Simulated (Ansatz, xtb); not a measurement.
# C3H8GeO2: which of two isomers lies lower

Structure X: `CO[C@@]1([GeH3])CO1`, a singlet. Structure Y: `CO[C@@H]1O[C@@H]1[GeH3]`, a singlet. Both are isolated molecules in the gas phase, relaxed with B3LYP-D3(BJ)/def2-SVP; the shapes shown needn't be the lowest conformers.

X (Å):

```yaml
atoms:
  - { symbol: C, position_ang: [-1.0440, 0.4800, 2.1902] }
  - { symbol: C, position_ang: [-0.1032, 0.6873, 0.0443] }
  - { symbol: C, position_ang: [-0.4720, 1.3105, -1.2340] }
  - { symbol: Ge, position_ang: [1.6806, -0.1520, 0.2946] }
  - { symbol: O, position_ang: [-1.1595, 0.2298, 0.8021] }
  - { symbol: O, position_ang: [-0.0346, 2.1029, -0.1297] }
  - { symbol: H, position_ang: [-1.9603, 0.1041, 2.6648] }
  - { symbol: H, position_ang: [-0.1765, -0.0461, 2.6318] }
  - { symbol: H, position_ang: [-0.9440, 1.5598, 2.3940] }
  - { symbol: H, position_ang: [2.5293, 0.2173, -0.9359] }
  - { symbol: H, position_ang: [2.3563, 0.4011, 1.5637] }
  - { symbol: H, position_ang: [1.5457, -1.6835, 0.4066] }
  - { symbol: H, position_ang: [0.2055, 1.2719, -2.0968] }
  - { symbol: H, position_ang: [-1.5422, 1.3802, -1.4641] }
```

Y (Å):

```xyz
14

C    -0.9571    0.2771   -1.6417
C     0.5777   -0.9193   -0.3487
C     1.9004   -0.3671    0.0077
Ge    2.0534    1.5398    0.4945
O    -0.5301   -0.0944   -0.3486
O     1.0951   -1.1832    0.9032
H    -0.1863    0.8613   -2.1784
H    -1.8546    0.8987   -1.5235
H    -1.2160   -0.6078   -2.2546
H     0.4884   -1.7793   -1.0362
H     2.8000   -0.8805   -0.3627
H     3.5450    1.8759    0.7113
H     1.5202    2.4162   -0.6590
H     1.2587    1.8159    1.7787
```

Question: Estimate which is lower in electronic energy at CCSD(T)/def2-SVP + ΔMP2/def2-TZVPP, and by roughly how much.

Answer: Too close to call at this level: CCSD(T)/def2-SVP + ΔMP2/def2-TZVPP gives E(Y) − E(X) = +0.41 kcal/mol.

Level by level:

```tsv
level	geometry	E(Y) − E(X) (kcal/mol)	departure from the last row (kcal/mol)	job, with rough time for the two
GFN2-xTB	GFN2-xTB	+0.37	−0.04	optimisation, 0.31 s
HF/STO-3G	GFN2-xTB	+1.55	+1.14	single point, 0.64 s
r2SCAN-D4/def2-SVP	GFN2-xTB	+1.93	+1.51	single point, 3.9 s
B3LYP-D3(BJ)/def2-SVP	B3LYP-D3(BJ)/def2-SVP	+0.31	−0.10	optimisation, 88 s
HF/def2-SVP	B3LYP-D3(BJ)/def2-SVP	−1.22	−1.64	part of the CCSD(T) run
MP2/def2-SVP	B3LYP-D3(BJ)/def2-SVP	+0.49	+0.08	part of the CCSD(T) run
CCSD(T)/def2-SVP	B3LYP-D3(BJ)/def2-SVP	+0.37	−0.05	single point
CCSD(T)/def2-SVP + ΔMP2/def2-TZVPP	B3LYP-D3(BJ)/def2-SVP	+0.41		single point, 79 s
```

As drawn, both hold the same kinds of bond in the same numbers.

The largest departure from CCSD(T)/def2-SVP + ΔMP2/def2-TZVPP is that of HF/def2-SVP, 1.64 kcal/mol. The last row adds to CCSD(T) the change of the MP2 difference between the two basis sets, here +0.05 kcal/mol.

With thermal terms from frequencies at re-optimised GFN2-xTB minima (ideal gas, soft modes damped towards free rotors, one conformer each, 298.15 K, 1 atm): on the last row, ΔE + ΔZPE = +0.74, ΔH = +0.65, ΔG = +0.74 kcal/mol.

The correlated steps freeze 14 core orbitals; the filled d shell of Ge is correlated, in a basis made for valence electrons. Run with Ansatz 0.2.0, xtb 6.7.1; the last row on 2 threads of Intel(R) Xeon(R) 6975P-C (Granite Rapids) on a shared host.
